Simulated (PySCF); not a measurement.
PySCF input for C₅H₁₀, SMILES CC1(C)CC1, TDA-PBE/def2-SVPD. Geometry optimised at PBE0-D3(BJ)/def2-SVP.

```python
import numpy as np
from pyscf import gto, scf, dft, tdscf

mol = gto.M(
    atom='''
    C     0.00000000    1.26962147   -0.96755093
    C     0.00000000    0.00000000   -0.15001977
    C     0.00000000   -1.26962146   -0.96755095
    C    -0.75170353   -0.00000001    1.15199059
    C     0.75170353   -0.00000001    1.15199059
    H    -0.89020603    1.32242017   -1.61586882
    H     0.00000000    2.16289849   -0.32473183
    H     0.89020603    1.32242017   -1.61586882
    H     0.00000000   -2.16289849   -0.32473186
    H    -0.89020603   -1.32242015   -1.61586884
    H     0.89020603   -1.32242015   -1.61586884
    H    -1.26722175   -0.91766197    1.44994543
    H    -1.26722175    0.91766195    1.44994544
    H     1.26722175   -0.91766197    1.44994543
    H     1.26722175    0.91766195    1.44994544
    ''',
    basis='def2-SVPD',
    charge=0,
    spin=0,
    symmetry=True,
    max_memory=1600,
    verbose=4,
)
mf = dft.RKS(mol, xc='pbe').density_fit(auxbasis='def2-universal-jkfit')
mf.grids.level = 3
mf.conv_tol = 1e-9
mf.max_cycle = 100
mf.kernel()
mf.grids = dft.Grids(mol).set(level=1).build(with_non0tab=True)  # coarser grid for the response kernel
td = tdscf.TDA(mf)
td.singlet = True
td.nstates = 10
td.conv_tol = 1e-4
td.positive_eig_threshold = 1e-6
td.kernel(x0=td.get_init_guess(mf, 15))
td.analyze()
tt = tdscf.TDA(mf)
tt.singlet = False
tt.nstates = 4
tt.conv_tol = 1e-4
tt.positive_eig_threshold = 1e-6
tt.kernel(x0=tt.get_init_guess(mf, 9))
tt.analyze(verbose=3)
```

It prints:

```
PySCF version 2.14.0

[INPUT] verbose = 4
[INPUT] num. atoms = 15
[INPUT] num. electrons = 40
[INPUT] charge = 0
[INPUT] spin (= nelec alpha-beta = 2S) = 0
[INPUT] symmetry True subgroup None
[INPUT] Mole.unit = angstrom
[INPUT] Symbol           X                Y                Z      unit          X                Y                Z       unit  Magmom
[INPUT]  1 C      0.000000000000   1.269621470000  -0.967550930000 AA    0.000000000000   2.399236860168  -1.828406269268 Bohr   0.0
[INPUT]  2 C      0.000000000000   0.000000000000  -0.150019770000 AA    0.000000000000   0.000000000000  -0.283496278570 Bohr   0.0
[INPUT]  3 C      0.000000000000  -1.269621460000  -0.967550950000 AA    0.000000000000  -2.399236841270  -1.828406307063 Bohr   0.0
[INPUT]  4 C     -0.751703530000  -0.000000010000   1.151990590000 AA   -1.420513798569  -0.000000018897   2.176946713176 Bohr   0.0
[INPUT]  5 C      0.751703530000  -0.000000010000   1.151990590000 AA    1.420513798569  -0.000000018897   2.176946713176 Bohr   0.0
[INPUT]  6 H     -0.890206030000   1.322420170000  -1.615868820000 AA   -1.682245591136   2.499011942901  -3.053549523024 Bohr   0.0
[INPUT]  7 H      0.000000000000   2.162898490000  -0.324731830000 AA    0.000000000000   4.087285781335  -0.613654222629 Bohr   0.0
[INPUT]  8 H      0.890206030000   1.322420170000  -1.615868820000 AA    1.682245591136   2.499011942901  -3.053549523024 Bohr   0.0
[INPUT]  9 H      0.000000000000  -2.162898490000  -0.324731860000 AA    0.000000000000  -4.087285781335  -0.613654279321 Bohr   0.0
[INPUT] 10 H     -0.890206030000  -1.322420150000  -1.615868840000 AA   -1.682245591136  -2.499011905106  -3.053549560819 Bohr   0.0
[INPUT] 11 H      0.890206030000  -1.322420150000  -1.615868840000 AA    1.682245591136  -2.499011905106  -3.053549560819 Bohr   0.0
[INPUT] 12 H     -1.267221750000  -0.917661970000   1.449945430000 AA   -2.394702046592  -1.734129798229   2.739999758265 Bohr   0.0
[INPUT] 13 H     -1.267221750000   0.917661950000   1.449945440000 AA   -2.394702046592   1.734129760434   2.739999777162 Bohr   0.0
[INPUT] 14 H      1.267221750000  -0.917661970000   1.449945430000 AA    2.394702046592  -1.734129798229   2.739999758265 Bohr   0.0
[INPUT] 15 H      1.267221750000   0.917661950000   1.449945440000 AA    2.394702046592   1.734129760434   2.739999777162 Bohr   0.0

nuclear repulsion = 184.525270885738
point group symmetry = C2v
symmetry origin: [ 0.00000000e+00 -2.83458925e-09 -4.25188377e-09]
symmetry axis x: [1. 0. 0.]
symmetry axis y: [ 0.00000000e+00 -1.00000000e+00 -4.17165966e-09]
symmetry axis z: [ 0.00000000e+00  4.17165956e-09 -1.00000000e+00]
num. orbitals of irrep A1 = 60
num. orbitals of irrep A2 = 32
num. orbitals of irrep B1 = 42
num. orbitals of irrep B2 = 46
number of shells = 80
number of NR pGTOs = 250
number of NR cGTOs = 180
basis = def2-SVPD
ecp = {}


[settings echo left out]
init E= -196.268695606543
HOMO (B1) = -0.326764503161308  LUMO (A1) = -0.0235153212711636  gap/eV = 8.25183
cycle= 1 E= -196.028906212069  delta_E= 0.24  |g|= 0.544  |ddm|= 8.02
HOMO (B1) = -0.138166007554798  LUMO (A1) = 0.0279856128054456  gap/eV = 4.52122
cycle= 2 E= -195.889852786923  delta_E= 0.139  |g|= 0.891  |ddm|= 2.52
HOMO (B1) = -0.238753982923412  LUMO (A1) = 0.00461632237608933  gap/eV = 6.62244
cycle= 3 E= -196.115817583817  delta_E= -0.226  |g|= 0.0803  |ddm|= 1.65
HOMO (B1) = -0.231755006659653  LUMO (A1) = 0.00421936305522674  gap/eV = 6.42119
cycle= 4 E= -196.117118146808  delta_E= -0.0013  |g|= 0.0336  |ddm|= 0.232
HOMO (B1) = -0.234052231827532  LUMO (A1) = 0.00393422452670711  gap/eV = 6.47594
cycle= 5 E= -196.117376058297  delta_E= -0.000258  |g|= 0.00589  |ddm|= 0.0616
HOMO (B1) = -0.234115300418938  LUMO (A1) = 0.00393723618567599  gap/eV = 6.47774
cycle= 6 E= -196.117381908377  delta_E= -5.85e-06  |g|= 0.00326  |ddm|= 0.0192
HOMO (B1) = -0.23400852955575  LUMO (A1) = 0.00391720797478134  gap/eV = 6.47429
cycle= 7 E= -196.117384665176  delta_E= -2.76e-06  |g|= 0.000166  |ddm|= 0.00698
HOMO (B1) = -0.234031959370962  LUMO (A1) = 0.0039091987457005  gap/eV = 6.47471
cycle= 8 E= -196.117384672562  delta_E= -7.39e-09  |g|= 4.01e-05  |ddm|= 0.00111
HOMO (B1) = -0.234032254226887  LUMO (A1) = 0.00390838105751667  gap/eV = 6.47469
cycle= 9 E= -196.117384673023  delta_E= -4.61e-10  |g|= 6.67e-06  |ddm|= 0.000215
HOMO (B1) = -0.234032378287292  LUMO (A1) = 0.00390820367655564  gap/eV = 6.47469
Extra cycle  E= -196.117384673027  delta_E= -3.87e-12  |g|= 5.58e-06  |ddm|= 6.19e-05
converged SCF energy = -196.117384673027
tot grids = 50624
Overwritten attributes  positive_eig_threshold  of <class 'pyscf.tdscf.rks.TDA'>


******** <class 'pyscf.tdscf.rks.TDA'> for <class 'pyscf.df.df_jk.DFSymAdaptedRKS'> ********
nstates = 10 singlet
deg_eia_thresh = 1.000e-03
wfnsym = None
conv_tol = 0.0001
eigh lindep = 1e-12
eigh level_shift = 0
eigh max_cycle = 100


Excitation energies (eV)
[6.5034503  7.02336612 7.35646231 7.43749857 7.44931026 7.86629461
 7.9893963  8.00478    8.00653484 8.29458425]

** Singlet excitation energies and oscillator strengths **
Excited State   1:   B1      6.50345 eV    190.64 nm  f=0.0363
      20 -> 21       -0.70671
Excited State   2:   A1      7.02337 eV    176.53 nm  f=0.0264
      19 -> 21        0.70475
Excited State   3:   A2      7.35646 eV    168.54 nm  f=0.0000
      20 -> 22       -0.70656
Excited State   4:   A1      7.43750 eV    166.70 nm  f=0.0032
      20 -> 23       -0.70113
Excited State   5:   B1      7.44931 eV    166.44 nm  f=0.0009
      20 -> 24       -0.70643
Excited State   6:   B2      7.86629 eV    157.61 nm  f=0.0016
      19 -> 22       -0.70615
Excited State   7:   B1      7.98940 eV    155.19 nm  f=0.0661
      19 -> 23        0.69266
Excited State   8:   A1      8.00478 eV    154.89 nm  f=0.0035
      19 -> 24       -0.70129
Excited State   9:   A2      8.00653 eV    154.85 nm  f=0.0000
      20 -> 25       -0.70563
Excited State  10:   B1      8.29458 eV    149.48 nm  f=0.0348
      20 -> 27       -0.69599

** Transition electric dipole moments (AU) **
state          X           Y           Z        Dip. S.      Osc.
  1        -0.4774     -0.0000      0.0000      0.2279      0.0363
  2        -0.0000      0.0000      0.3916      0.1533      0.0264
  3        -0.0000     -0.0000     -0.0000      0.0000      0.0000
  4        -0.0000      0.0000     -0.1315      0.0173      0.0032
  5         0.0683     -0.0000     -0.0000      0.0047      0.0009
  6         0.0000     -0.0902     -0.0000      0.0081      0.0016
  7        -0.5811      0.0000      0.0000      0.3376      0.0661
  8         0.0000     -0.0000     -0.1336      0.0178      0.0035
  9         0.0000      0.0000     -0.0000      0.0000      0.0000
 10        -0.4138     -0.0000     -0.0000      0.1712      0.0348

** Transition velocity dipole moments (imaginary part, AU) **
state          X           Y           Z        Dip. S.      Osc.
  1        -0.0958      0.0000      0.0000      0.0092      0.0256
  2        -0.0000     -0.0000      0.0959      0.0092      0.0238
  3         0.0000     -0.0000     -0.0000      0.0000      0.0000
  4        -0.0000      0.0000     -0.0642      0.0041      0.0101
  5         0.0114     -0.0000     -0.0000      0.0001      0.0003
  6         0.0000     -0.0176      0.0000      0.0003      0.0007
  7        -0.1249      0.0000      0.0000      0.0156      0.0354
  8         0.0000     -0.0000     -0.0037      0.0000      0.0000
  9        -0.0000      0.0000     -0.0000      0.0000      0.0000
 10        -0.0961     -0.0000     -0.0000      0.0092      0.0202

** Transition magnetic dipole moments (imaginary part, AU) **
state          X           Y           Z
  1        -0.0000     -0.4930     -0.0000
  2        -0.0000     -0.0000      0.0000
  3        -0.0000     -0.0000      0.1913
  4         0.0000     -0.0000     -0.0000
  5        -0.0000     -0.2131     -0.0000
  6        -0.5115      0.0000     -0.0000
  7        -0.0000      0.7400      0.0000
  8        -0.0000     -0.0000     -0.0000
  9         0.0000      0.0000      0.2898
 10        -0.0000     -0.5588     -0.0000


******** <class 'pyscf.tdscf.rks.TDA'> for <class 'pyscf.df.df_jk.DFSymAdaptedRKS'> ********
nstates = 4 triplet
deg_eia_thresh = 1.000e-03
wfnsym = None
conv_tol = 0.0001
eigh lindep = 1e-12
eigh level_shift = 0
eigh max_cycle = 100


Excitation energies (eV)
[6.40806057 6.91018069 7.26649682 7.28264405]

** Triplet excitation energies and oscillator strengths **
Excited State   1:   B1      6.40806 eV    193.48 nm  f=0.0000
Excited State   2:   A1      6.91018 eV    179.42 nm  f=0.0000
Excited State   3:   A1      7.26650 eV    170.62 nm  f=0.0000
Excited State   4:   A2      7.28264 eV    170.25 nm  f=0.0000
```

The calculation finished and met its thresholds.
